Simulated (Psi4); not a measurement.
Input for Psi4: SAPT0/jun-cc-pV(D+d)Z on C2H6N2O (a complex), monomers drawn apart or pushed together.

```
memory 2025 MB

molecule dimer {
0 1
N     1.14415365    0.98749963   -0.19306015
N     0.77129285    0.24647173    0.51469045
--
0 1
C    -1.97947573    0.06114535    5.51199122
C    -0.52455785   -0.30159623    5.76066618
O    -0.17337525   -1.57276995    5.22566312
H    -2.22473119    1.01846295    5.97840936
H    -2.63953250   -0.70448749    5.92237231
H    -2.18369619    0.14902694    4.44169506
H     0.13472958    0.48037028    5.36193435
H    -0.32902206   -0.37322397    6.83161461
H    -0.27422911   -1.53384237    4.26848272
units angstrom
symmetry c1
no_reorient
no_com
}

set {
  basis jun-cc-pV(D+d)Z
  scf_type df
  freeze_core true
}

energy('sapt0')
```

The log:

```
[...]
==> Input File <==

--------------------------------------------------------------------------
memory 2025 MB

molecule dimer {
0 1
N     1.14415365    0.98749963   -0.19306015
N     0.77129285    0.24647173    0.51469045
--
0 1
C    -1.97947573    0.06114535    5.51199122
C    -0.52455785   -0.30159623    5.76066618
O    -0.17337525   -1.57276995    5.22566312
H    -2.22473119    1.01846295    5.97840936
H    -2.63953250   -0.70448749    5.92237231
H    -2.18369619    0.14902694    4.44169506
H     0.13472958    0.48037028    5.36193435
H    -0.32902206   -0.37322397    6.83161461
H    -0.27422911   -1.53384237    4.26848272
units angstrom
symmetry c1
no_reorient
no_com
}

set {
  basis jun-cc-pV(D+d)Z
  scf_type df
  freeze_core true
}

energy('sapt0')
--------------------------------------------------------------------------


   => Loading Basis Set <=

    Name: JUN-CC-PV(D+D)Z
    Role: ORBITAL
    Keyword: BASIS
    atoms 1-2  entry N          line   222 file jun-cc-pv_dpd_z.gbs
    atoms 3-4  entry C          line   188 file jun-cc-pv_dpd_z.gbs
    atoms 5    entry O          line   256 file jun-cc-pv_dpd_z.gbs
    atoms 6-11 entry H          line    60 file jun-cc-pv_dpd_z.gbs

   => Loading Basis Set <=

    Name: JUN-CC-PV(D+D)Z
    Role: ORBITAL
    Keyword: BASIS
    atoms 1-2  entry N          line   222 file jun-cc-pv_dpd_z.gbs
    atoms 3-4  entry C          line   188 file jun-cc-pv_dpd_z.gbs
    atoms 5    entry O          line   256 file jun-cc-pv_dpd_z.gbs
    atoms 6-11 entry H          line    60 file jun-cc-pv_dpd_z.gbs


  //>>>>>>>>>>>>>>>>>>>>>>>>>>>>>>>>>>>//
  //              Dimer HF             //
  //<<<<<<<<<<<<<<<<<<<<<<<<<<<<<<<<<<<//

   => Libint2 <=

    Primary   basis highest AM E, G, H:  7, 6, 3
    Auxiliary basis highest AM E, G, H:  7, 7, 4
    Onebody   basis highest AM E, G, H:  -, -, -
    Solid Harmonics ordering:            Gaussian


   => Loading Basis Set <=

    Name: JUN-CC-PV(D+D)Z
    Role: ORBITAL
    Keyword: BASIS
    atoms 1-2  entry N          line   222 file jun-cc-pv_dpd_z.gbs
    atoms 3-4  entry C          line   188 file jun-cc-pv_dpd_z.gbs
    atoms 5    entry O          line   256 file jun-cc-pv_dpd_z.gbs
    atoms 6-11 entry H          line    60 file jun-cc-pv_dpd_z.gbs


         ---------------------------------------------------------
                                   SCF
               by Justin Turney, Rob Parrish, Andy Simmonett
                          and Daniel G. A. Smith
                              RHF Reference
                        1 Threads,   1931 MiB Core
         ---------------------------------------------------------

  ==> Geometry <==

    Molecular point group: c1
    Full point group: C1

    Geometry (in Angstrom), charge = 0, multiplicity = 1:

       Center              X                  Y                   Z               Mass
    ------------   -----------------  -----------------  -----------------  -----------------
         N            1.144153650000     0.987499630000    -0.193060150000    14.003074004430
         N            0.771292850000     0.246471730000     0.514690450000    14.003074004430
         C           -1.979475730000     0.061145350000     5.511991220000    12.000000000000
         C           -0.524557850000    -0.301596230000     5.760666180000    12.000000000000
         O           -0.173375250000    -1.572769950000     5.225663120000    15.994914619570
         H           -2.224731190000     1.018462950000     5.978409360000     1.007825032230
         H           -2.639532500000    -0.704487490000     5.922372310000     1.007825032230
         H           -2.183696190000     0.149026940000     4.441695060000     1.007825032230
         H            0.134729580000     0.480370280000     5.361934350000     1.007825032230
         H           -0.329022060000    -0.373223970000     6.831614610000     1.007825032230
         H           -0.274229110000    -1.533842370000     4.268482720000     1.007825032230

  Running in c1 symmetry.

  Rotational constants: A =      0.16851  B =      0.01135  C =      0.01123 [cm^-1]
  Rotational constants: A =   5051.81410  B =    340.25331  C =    336.56932 [MHz]
  Nuclear repulsion =  138.553486609202139

  Charge       = 0
  Multiplicity = 1
  Electrons    = 40
  Nalpha       = 20
  Nbeta        = 20

  ==> Algorithm <==

  SCF Algorithm Type is DF.
  DIIS enabled.
  MOM disabled.
  Fractional occupation disabled.
  Guess Type is SAD.
  Energy threshold   = 1.00e-08
  Density threshold  = 1.00e-08
  Integral threshold = 1.00e-12

  ==> Primary Basis <==

  Basis Set: JUN-CC-PV(D+D)Z
    Blend: JUN-CC-PV(D+D)Z
    Number of shells: 58
    Number of basis functions: 120
    Number of Cartesian functions: 125
    Spherical Harmonics?: true
    Max angular momentum: 2

   => Loading Basis Set <=

    Name: (JUN-CC-PV(D+D)Z AUX)
    Role: JKFIT
    Keyword: DF_BASIS_SCF
    atoms 1-2  entry N          line   202 file jun-cc-pvdz-jkfit.gbs
 
[...]
cupation by Irrep:
              A
    DOCC [    13 ]
    NA   [    13 ]
    NB   [    13 ]

  @DF-RHF Final Energy:  -154.09948676238048

   => Energetics <=

    Nuclear Repulsion Energy =             81.6482366326463875
    One-Electron Energy =                -371.0667739424903857
    Two-Electron Energy =                 135.3190505474635188
    Total Energy =                       -154.0994867623804794

Computation Completed


Properties will be evaluated at   0.000000,   0.000000,   0.000000 [a0]

Properties computed using the SCF density matrix


 Multipole Moments:

 ------------------------------------------------------------------------------------
     Multipole            Electronic (a.u.)      Nuclear  (a.u.)        Total (a.u.)
 ------------------------------------------------------------------------------------

 L = 1.  Multiply by 2.5417464519 to convert [e a0] to [Debye]
 Dipole X            :         44.9404351          -45.2167714           -0.2763363
 Dipole Y            :         28.9646187          -28.3242707            0.6403480
 Dipole Z            :       -269.1579470          268.8055247           -0.3524223
 Magnitude           :                                                    0.7814146

 ------------------------------------------------------------------------------------

  Constructing Basis Sets for SAPT...

   => Loading Basis Set <=

    Name: (JUN-CC-PV(D+D)Z AUX)
    Role: RIFIT
    Keyword: DF_BASIS_SAPT
    atoms 1-2  entry N          line   144 file jun-cc-pvdz-ri.gbs
    atoms 3-4  entry C          line   100 file jun-cc-pvdz-ri.gbs
    atoms 5    entry O          line   188 file jun-cc-pvdz-ri.gbs
    atoms 6-11 entry H          line    30 file jun-cc-pvdz-ri.gbs

   => Loading Basis Set <=

    Name: (JUN-CC-PV(D+D)Z AUX)
    Role: JKFIT
    Keyword: DF_BASIS_ELST
    atoms 1-2  entry N          line   202 file jun-cc-pvdz-jkfit.gbs
    atoms 3-4  entry C          line   146 file jun-cc-pvdz-jkfit.gbs
    atoms 5    entry O          line   258 file jun-cc-pvdz-jkfit.gbs
    atoms 6-11 entry H          line    70 file jun-cc-pvdz-jkfit.gbs


  //>>>>>>>>>>>>>>>>>>>>>>>>>>>>>>>>>>>//
  //               SAPT0               //
  //<<<<<<<<<<<<<<<<<<<<<<<<<<<<<<<<<<<//



        SAPT0
    Ed Hohenstein
     6 June 2009

      Orbital Information
  --------------------------
    NSO        =       120
    NMO        =       120
    NRI        =       409
    NRI (Elst) =       533
    NOCC A     =         7
    NOCC B     =        13
    FOCC A     =         2
    FOCC B     =         3
    NVIR A     =       113
    NVIR B     =       107

    Elst10,r            =    -0.000165212472 [Eh]
    Exch10              =     0.000002281296 [Eh]
    Exch10 (S^2)        =     0.000002281288 [Eh]

    Maxiter = 50
    CPHF R converge = 1.000000E-08

    Iter     Energy [mEh]          dE [mEh]         Residual      Time [s]
       1      -0.01070075       0.010700751     1.734557e-03             0
       2      -0.00931871      -0.001382042     3.205614e-04             0
       3      -0.01071346       0.001394750     6.484345e-05             0
       4      -0.01073475       0.000021297     2.112490e-05             0
       5      -0.01070722      -0.000027536     5.935322e-06             0
       6      -0.01071427       0.000007055     1.796216e-06             1
       7      -0.01071419      -0.000000086     8.390001e-07             1
       8      -0.01071369      -0.000000494     2.807761e-07             1
       9      -0.01071387       0.000000173     8.924611e-08             1
      10      -0.01071384      -0.000000029     1.644219e-08             1
      11      -0.01071384       0.000000001     1.808636e-09             1

    CHF Iterations converged

    Maxiter = 50
    CPHF R converge = 1.000000E-08

    Iter     Energy [mEh]          dE [mEh]         Residual      Time [s]
       1      -0.00057921       0.000579208     1.511248e-04             0
       2      -0.00067765       0.000098443     6.448169e-05             0
       3      -0.00070528       0.000027631     1.793660e-05             0
       4      -0.00070558       0.000000293     5.690904e-06             0
       5      -0.00070299      -0.000002590     9.493912e-07             0
       6      -0.00070326       0.000000274     2.633388e-07             0
       7      -0.00070328       0.000000024     7.914082e-08             0
       8      -0.00070327      -0.000000014     2.008498e-08             0
       9      -0.00070327      -0.000000001     5.583282e-09             0

    CHF Iterations converged

    Ind20,r (A<-B)      =    -0.000010713839 [Eh]
    Ind20,r (B<-A)      =    -0.000000703268 [Eh]
    Ind20,r             =    -0.000011417107 [Eh]
    Exch-Ind20,r (A<-B) =     0.000000061644 [Eh]
    Exch-Ind20,r (B<-A) =     0.000000129293 [Eh]
    Exch-Ind20,r        =     0.000000190937 [Eh]
    Disp20              =    -0.000138417722 [Eh]
    Disp20 (SS)         =    -0.000069208861 [Eh]
    Disp20 (OS)         =    -0.000069208861 [Eh]
    Exch-Disp20         =     0.000000213656 [Eh]
    Exch-Disp20 (SS)    =     0.000000139661 [Eh]
    Exch-Disp20 (OS)    =     0.000000073995 [Eh]

    SAPT Results
  --------------------------------------------------------------------------------------------------------
    Electrostatics                 -0.16521247 [mEh]      -0.10367239 [kcal/mol]      -0.43376529 [kJ/mol]
      Elst10,r                     -0.16521247 [mEh]      -0.10367239 [kcal/mol]      -0.43376529 [kJ/mol]

    Exchange                        0.00228130 [mEh]       0.00143153 [kcal/mol]       0.00598954 [kJ/mol]
      Exch10                        0.00228130 [mEh]       0.00143153 [kcal/mol]       0.00598954 [kJ/mol]
      Exch10(S^2)                   0.00228129 [mEh]       0.00143153 [kcal/mol]       0.00598952 [kJ/mol]

    Induction                      -0.01149427 [mEh]      -0.00721276 [kcal/mol]      -0.03017821 [kJ/mol]
      Ind20,r                      -0.01141711 [mEh]      -0.00716434 [kcal/mol]      -0.02997561 [kJ/mol]
      Exch-Ind20,r                  0.00019094 [mEh]       0.00011981 [kcal/mol]       0.00050131 [kJ/mol]
      delta HF,r (2)               -0.00026810 [mEh]      -0.00016824 [kcal/mol]      -0.00070390 [kJ/mol]

    Dispersion                     -0.13820407 [mEh]      -0.08672436 [kcal/mol]      -0.36285472 [kJ/mol]
      Disp20                       -0.13841772 [mEh]      -0.08685843 [kcal/mol]      -0.36341568 [kJ/mol]
      Exch-Disp20                   0.00021366 [mEh]       0.00013407 [kcal/mol]       0.00056095 [kJ/mol]
      Disp20 (SS)                  -0.06920886 [mEh]      -0.04342922 [kcal/mol]      -0.18170784 [kJ/mol]
      Disp20 (OS)                  -0.06920886 [mEh]      -0.04342922 [kcal/mol]      -0.18170784 [kJ/mol]
      Exch-Disp20 (SS)              0.00013966 [mEh]       0.00008764 [kcal/mol]       0.00036668 [kJ/mol]
      Exch-Disp20 (OS)              0.00007400 [mEh]       0.00004643 [kcal/mol]       0.00019427 [kJ/mol]

  Total HF                         -0.17442545 [mEh]      -0.10945362 [kcal/mol]      -0.45795395 [kJ/mol]
  Total SAPT0                      -0.31262951 [mEh]      -0.19617798 [kcal/mol]      -0.82080867 [kJ/mol]

  Special recipe for scaled SAPT0 (see Manual):
    Electrostatics sSAPT0          -0.16521247 [mEh]      -0.10367239 [kcal/mol]      -0.43376529 [kJ/mol]
    Exchange sSAPT0                 0.00228130 [mEh]       0.00143153 [kcal/mol]       0.00598954 [kJ/mol]
    Induction sSAPT0               -0.01149427 [mEh]      -0.00721276 [kcal/mol]      -0.03017821 [kJ/mol]
    Dispersion sSAPT0              -0.13820407 [mEh]      -0.08672436 [kcal/mol]      -0.36285472 [kJ/mol]
  Total sSAPT0                     -0.31262951 [mEh]      -0.19617798 [kcal/mol]      -0.82080867 [kJ/mol]
  --------------------------------------------------------------------------------------------------------



*** Psi4 exiting successfully. Buy a developer a beer!
```

The run finished.

Cost: around 16 core-seconds (rough).
